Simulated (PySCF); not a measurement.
C2H13GeNSi2.
Cartesian coordinates in Å at the PBE0-D3(BJ)/def2-SVP level; atoms count from 1:
```
atom  x, y, z in Å
C1    -3.0658    0.3974    0.5472
C2    -1.5835    0.1407    0.8081
Si3   -0.5108    0.4144   -0.7129
N4     1.1887    0.1635   -0.3411
Si5    1.7807    0.2267    1.3017
Ge6    2.3693    0.0036   -1.7662
H7    -3.6736    0.2101    1.4459
H8    -3.2487    1.4388    0.2384
H9    -3.4562   -0.2528   -0.2521
H10   -1.2208    0.7935    1.6218
H11   -1.4234   -0.8950    1.1546
H12   -0.7469    1.7996   -1.2421
H13   -0.9123   -0.5360   -1.8001
H14    1.2141   -0.8725    2.1449
H15    1.4373    1.5201    1.9757
H16    3.2683    0.0896    1.2765
H17    1.7124   -0.9050   -2.8220
H18    2.6518    1.3863   -2.3905
H19    3.6743   -0.6142   -1.2397
```

Method: core-valence-separated Tamm–Dancoff BHandHLYP/aug-pcX-1 (pcseg-1 on H, def2-SVPD on Si, def2-SVPD on Ge) in PySCF, non-relativistic, gas phase, PBE0-D3(BJ)/def2-SVP geometry. The energies are unshifted.

The lowest roots of each edge with f over 0.003 (five at most, numbered afresh; weaker and dark ones are left out), with transition dipoles (au) in the frame of the coordinates:

```json
{"root": "1", "edge": "C", "E (eV)": "285.32", "μx": "0.0276", "μy": "-0.0109", "μz": "0.0224"}
{"root": "2", "edge": "C", "E (eV)": "285.40", "μx": "0.0249", "μy": "-0.0019", "μz": "-0.0004"}
{"root": "3", "edge": "C", "E (eV)": "285.84", "μx": "0.0021", "μy": "0.0345", "μz": "0.0033"}
{"root": "4", "edge": "C", "E (eV)": "285.92", "μx": "0.0085", "μy": "0.0527", "μz": "0.0220"}
{"root": "5", "edge": "C", "E (eV)": "286.25", "μx": "0.0085", "μy": "0.0136", "μz": "-0.0607"}
{"root": "6", "edge": "N", "E (eV)": "398.68", "μx": "0.0194", "μy": "0.0033", "μz": "-0.0190"}
{"root": "7", "edge": "N", "E (eV)": "399.88", "μx": "0.0202", "μy": "0.0000", "μz": "-0.0465"}
{"root": "8", "edge": "N", "E (eV)": "400.09", "μx": "-0.0234", "μy": "0.0081", "μz": "-0.0008"}
{"root": "9", "edge": "N", "E (eV)": "400.31", "μx": "-0.0099", "μy": "-0.0363", "μz": "-0.0198"}
{"root": "10", "edge": "N", "E (eV)": "400.51", "μx": "0.0229", "μy": "-0.0189", "μz": "0.0329"}
```

Problem. What are the oscillator strengths?

Solution. f = (2/3) ΔE |μ|², with ΔE in hartree (27.2114 eV):

```json
{"root": "1", "ΔE (Eh)": "10.4854", "|μ|² (au)": "0.001382", "f": "0.010", "core hole on": "C2"}
{"root": "2", "ΔE (Eh)": "10.4881", "|μ|² (au)": "0.000624", "f": "0.004", "core hole on": "C1"}
{"root": "3", "ΔE (Eh)": "10.5044", "|μ|² (au)": "0.001206", "f": "0.008", "core hole on": "C2"}
{"root": "4", "ΔE (Eh)": "10.5072", "|μ|² (au)": "0.003334", "f": "0.023", "core hole on": "C2"}
{"root": "5", "ΔE (Eh)": "10.5196", "|μ|² (au)": "0.003942", "f": "0.028", "core hole on": "C1"}
{"root": "6", "ΔE (Eh)": "14.6514", "|μ|² (au)": "0.000748", "f": "0.007", "core hole on": "N4"}
{"root": "7", "ΔE (Eh)": "14.6955", "|μ|² (au)": "0.002570", "f": "0.025", "core hole on": "N4"}
{"root": "8", "ΔE (Eh)": "14.7031", "|μ|² (au)": "0.000614", "f": "0.006", "core hole on": "N4"}
{"root": "9", "ΔE (Eh)": "14.7109", "|μ|² (au)": "0.001808", "f": "0.018", "core hole on": "N4"}
{"root": "10", "ΔE (Eh)": "14.7184", "|μ|² (au)": "0.001964", "f": "0.019", "core hole on": "N4"}
```

Problem. Molecules are fixed in this frame and the field points along y. What effective strengths 3 f cos²θ do the roots have (θ between field and μ)?

Solution. root 1 (C2): 0.002, root 2 (C1): 0.000, root 3 (C2): 0.025, root 4 (C2): 0.058, root 5 (C1): 0.004, root 6 (N4): 0.000, root 7 (N4): 0.000, root 8 (N4): 0.002, root 9 (N4): 0.039, root 10 (N4): 0.011. Root 4 is the strongest. Averaged over all orientations cos²θ is 1/3, which gives f back.

 Relativistic effects, spin–orbit coupling among them, are left out although an element past zinc is present.

One conformer stands for the species.
